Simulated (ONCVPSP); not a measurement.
Ti: excitation energies, all-electron against ONCV

- Element: Ti
- Generator: ONCVPSP 4.0.1
- Type: optimised norm-conserving Vanderbilt (ONCV)
- Functional: PBE
- Relativity: scalar-relativistic
- Frozen core: [Ar]
- Valence charge: 4
- Reference configuration: 3d2 4s1 (charge +1)
- Partial waves: 4s: rc 2.65 bohr, ncon 4, nbas 8, qcut 2.1 1/bohr, 2 projectors, debl 1.9 Ha; p scattering state at 0.13 Ha: rc 2.10 bohr, ncon 4, nbas 7, qcut 3.8 1/bohr, 2 projectors, debl 0.6 Ha; 3d: rc 1.70 bohr, ncon 4, nbas 8, qcut 10 1/bohr, 2 projectors, debl 3.3 Ha
- Local potential: polynomial inside 1.30 bohr (lpopt 5, dvloc0 3 Ha)
- Core correction: Teter function fitted to the true core (icmod 2), fcfact 0.65

Energies are relative to the spin-unpolarised reference configuration 3d2 4s1; without spin polarisation the order of configurations can differ from experiment.

```json
{"valence configuration": "3d2 4s2", "charge": "0", "ΔE all-electron (eV)": "-7.347", "error AE − PS (meV)": "+2.2"}
{"valence configuration": "3d1 4s0", "charge": "+3", "ΔE all-electron (eV)": "40.520", "error AE − PS (meV)": "-313"}
{"valence configuration": "3d2 4s0 4p2", "charge": "0", "ΔE all-electron (eV)": "-1.059", "error AE − PS (meV)": "+3.0"}
```

(1) What are ΔE and the potential's error for 3d2 4s0?

Levels in the configuration 3d2 4s0:

```csv
level,all-electron (eV),pseudo (eV)
3d,-19.680,-19.655
```

Note: ghosts flagged at negative energy: p at -40.9 eV; GHOST(+) flagged for s at 21.7 eV. A true bound ghost makes a file unfit for plane-wave use.

Answers

(1) ΔE = 13.572 eV all-electron; the error (AE − PS) is -3.2 meV.
